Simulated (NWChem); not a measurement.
System: SiH3I; SMILES [SiH3]I

NWChem input:

```
start job
memory heap 200 mb stack 900 mb global 1100 mb
geometry units angstroms noautoz
  Si     0.000000     0.000000     1.799927
  I      0.000000     0.000000    -0.649111
  H      1.082660     0.906455     2.273763
  H      0.243683    -1.390839     2.273763
  H     -1.326343     0.484384     2.273763
end
basis spherical
  * library def2-tzvpd
end
ecp
  I library def2-ecp
end
dft
  xc slater vwn_5
  iterations 150
  mulliken
end
task dft energy
```

Parts of the log:

```
             Northwest Computational Chemistry Package (NWChem) 7.3.0
             --------------------------------------------------------

 C3V symmetry detected

                             Geometry "geometry" -> ""
                             -------------------------

 Output coordinates in angstroms (scale by  1.889725989 to convert to a.u.)

  No.       Tag          Charge          X              Y              Z
 ---- ---------------- ---------- -------------- -------------- --------------
    1 Si                  14.0000    -0.00000000     0.00000000     1.83396437
    2 I                   53.0000     0.00000000     0.00000000    -0.61507363
    3 H                    1.0000     0.99845226     0.99845226     2.30780037
    4 H                    1.0000     0.36545889    -1.36391115     2.30780037
    5 H                    1.0000    -1.36391115     0.36545889     2.30780037

 Effective nuclear repulsion energy (a.u.)     201.8197942843

      Symmetry information
      --------------------

 Group name             C3v
 Group number             17
 Group order               6
 No. of unique centers     3

                                 NWChem DFT Module
                                 -----------------

 Summary of "ao basis" -> "ao basis" (spherical)
 ------------------------------------------------------------------------------
       Tag                 Description            Shells   Functions and Types
 ---------------- ------------------------------  ------  ---------------------
 Si                        def2-tzvpd               15       43   6s5p3d1f
 I                         def2-tzvpd               19       59   7s6p4d2f
 H                         def2-tzvpd                5        9   3s2p

      Symmetry analysis of basis
      --------------------------

        a1         44
        a2          5
        e          80

  Rotation of axis

            General Information
            -------------------
          SCF calculation type: DFT
          Wavefunction type:  closed shell.
          No. of atoms     :     5
          No. of electrons :    42
           Alpha electrons :    21
            Beta electrons :    21
          Charge           :     0
          Spin multiplicity:     1
          Use of symmetry is: on ; symmetry adaption is: on
          Maximum number of iterations: 150
          AO basis - number of functions:   129
                     number of shells:    49
          Convergence on energy requested:  1.00D-06
          Convergence on density requested:  1.00D-05
          Convergence on gradient requested:  5.00D-04

              XC Information
              --------------
                        Slater Exchange Functional  1.000 local
                      VWN V Correlation Functional  1.000 local

             Grid Information
             ----------------
          Grid used for XC integration:  medium
          Radial quadrature: Mura-Knowles
          Angular quadrature: Lebedev.
          Tag              B.-S. Rad. Rad. Pts. Rad. Cut. Ang. Pts.
          ---              ---------- --------- --------- ---------
          Si                  1.10       88          14.0       590
          I                   1.40      123          13.0       590
          H                   0.35       45          13.0       434
          Grid pruning is: on
          Number of quadrature shells:   256
          Spatial weights used:  Erf1

      Superposition of Atomic Density Guess
      -------------------------------------

 Sum of atomic energies:        -637.49724955

      Non-variational initial energy
      ------------------------------

 Total energy =    -587.360009
 1-e energy   =   -1125.532887
 2-e energy   =     434.748435
 HOMO         =      -0.341136
 LUMO         =       0.005418

      Symmetry analysis of molecular orbitals - initial
      -------------------------------------------------

  Numbering of irreducible representations:

     1 a1          2 a2          3 e

  Orbital symmetries:

     1 a1          2 a1          3 a1          4 a1          5 e
     6 e           7 e           8 e           9 a1         10 a1
    11 e          12 e          13 e          14 e          15 a1
    16 a1         17 e          18 e          19 a1         20 e
    21 e          22 a1         23 a1         24 e          25 e
    26 a1         27 e          28 e          29 a1         30 e
    31 e

     ---------------------------------------------
      Total Density - Mulliken Population Analysis
     ---------------------------------------------

    Atom       Charge   Shell Charges
 -----------   ------   -------------------------------------------------------
    1 Si  14    13.55   2.00  0.59  1.39  0.86  0.52  0.00  4.11  1.73  0.48  1.25  0.39  0.08  0.11  0.01  0.02
    2 I   25    25.30   0.19 -0.77  1.58  1.01  1.09  0.85  0.00 -0.49  6.45  1.38  2.97  1.01  0.01  9.23  0.76  0.04 -0.01  0.00  0.00
    3 H    1     1.05   0.23  0.54  0.27  0.01  0.01
    4 H    1     1.05   0.23  0.54  0.27  0.01  0.01
    5 H    1     1.05   0.23  0.54  0.27  0.01  0.01

   convergence    iter        energy       DeltaE   RMS-Dens  Diis-err
 ---------------- ----- ----------------- --------- --------- ---------
 d= 0,ls=0.0,diis     1   -587.3969580830 -6.91D+02  7.97D-03  7.96D-01
 d= 0,ls=0.0,diis     2   -587.3747623471  2.22D-02  6.55D-03  4.80D-01
 d= 0,ls=0.0,diis     3   -587.4053484246 -3.06D-02  2.68D-03  3.03D-01
 d= 0,ls=0.0,diis     4   -587.4420787110 -3.67D-02  4.79D-04  2.77D-03
 d= 0,ls=0.0,diis     5   -587.4424105426 -3.32D-04  1.09D-04  4.05D-04
  Resetting Diis
 d= 0,ls=0.0,diis     6   -587.4424524480 -4.19D-05  1.76D-05  4.84D-06
 d= 0,ls=0.0,diis     7   -587.4424530800 -6.32D-07  1.29D-05  8.09D-07
 d= 0,ls=0.0,diis     8   -587.4424530230  5.70D-08  7.37D-06  1.37D-06

         Total DFT energy =     -587.442453023044
      One electron energy =    -1126.895935617590
           Coulomb energy =      478.604561033213
    Exchange-Corr. energy =      -42.575522297926
 Nuclear repulsion energy =      103.424443859259

 Numeric. integr. density =       42.000005521960

                  Occupations of the irreducible representations
                  ----------------------------------------------

                     irrep           alpha         beta
                     --------     --------     --------
                     a1                9.0          9.0
                     a2                0.0          0.0
                     e                12.0         12.0

                       DFT Final Molecular Orbital Analysis
                       ------------------------------------

 Vector   19  Occ=2.000000D+00  E=-3.188394D-01  Symmetry=a1
              MO Center= -7.6D-15, -2.0D-14,  2.2D-01, r^2= 3.5D+00
   Bfn.  Coefficient  Atom+Function         Bfn.  Coefficient  Atom+Function
  ----- ------------  ---------------      ----- ------------  ---------------
    62     -0.407063  2 I  pz                56      0.379869  2 I  pz
    59     -0.308182  2 I  pz                18      0.280935  1 Si pz
    65     -0.131155  2 I  pz                48      0.123656  2 I  s
    49      0.122632  2 I  s                  9     -0.110635  1 Si pz
     5     -0.109772  1 Si s                 15      0.103217  1 Si pz

 Vector   20  Occ=2.000000D+00  E=-2.475762D-01  Symmetry=e
              MO Center=  3.4D-03,  4.2D-02, -3.2D-01, r^2= 2.8D+00
   Bfn.  Coefficient  Atom+Function         Bfn.  Coefficient  Atom+Function
  ----- ------------  ---------------      ----- ------------  ---------------
    60      0.466506  2 I  px                54     -0.405118  2 I  px
    57      0.330389  2 I  px                63      0.242219  2 I  px
    61      0.215200  2 I  py                55     -0.186881  2 I  py
    58      0.152408  2 I  py                64      0.111736  2 I  py
   104     -0.087701  3 H  s                122      0.071850  5 H  s

 Vector   21  Occ=2.000000D+00  E=-2.475762D-01  Symmetry=e
              MO Center= -3.4D-03, -4.2D-02, -3.2D-01, r^2= 2.8D+00
   Bfn.  Coefficient  Atom+Function         Bfn.  Coefficient  Atom+Function
  ----- ------------  ---------------      ----- ------------  ---------------
    61      0.466506  2 I  py                55     -0.405118  2 I  py
    58      0.330389  2 I  py                64      0.242219  2 I  py
    60     -0.215200  2 I  px                54      0.186881  2 I  px
    57     -0.152408  2 I  px                63     -0.111736  2 I  px
   113      0.092117  4 H  s                114      0.060581  4 H  s

 Vector   22  Occ=0.000000D+00  E=-7.240320D-02  Symmetry=a1
              MO Center= -3.2D-14,  7.9D-15,  9.3D-01, r^2= 6.3D+00
   Bfn.  Coefficient  Atom+Function         Bfn.  Coefficient  Atom+Function
  ----- ------------  ---------------      ----- ------------  ---------------
     5      0.634009  1 Si s                 50      0.453319  2 I  s
     6     -0.403838  1 Si s                 18     -0.359055  1 Si pz
     4      0.348244  1 Si s                 48     -0.314855  2 I  s
    62     -0.312253  2 I  pz                56      0.247166  2 I  pz
    59     -0.214949  2 I  pz               105     -0.186825  3 H  s

 Vector   23  Occ=0.000000D+00  E=-2.424312D-02  Symmetry=a1
              MO Center= -3.9D-14, -8.8D-14,  1.5D+00, r^2= 7.8D+00
   Bfn.  Coefficient  Atom+Function         Bfn.  Coefficient  Atom+Function
  ----- ------------  ---------------      ----- ------------  ---------------
     6      0.825890  1 Si s                 50      0.535414  2 I  s
     4     -0.403211  1 Si s                  5     -0.370957  1 Si s
    34     -0.221481  1 Si d  0               3      0.204994  1 Si s
    48     -0.168871  2 I  s                 65      0.168656  2 I  pz
    21      0.162740  1 Si pz                49     -0.131183  2 I  s

[...]
```

Level: LDA (Slater exchange, VWN5)/def2-TZVPD with def2 effective core potentials on I. Coordinates come from a PBE0/def2-SVP optimisation. def2 effective core potentials on I; no spin-orbit coupling.
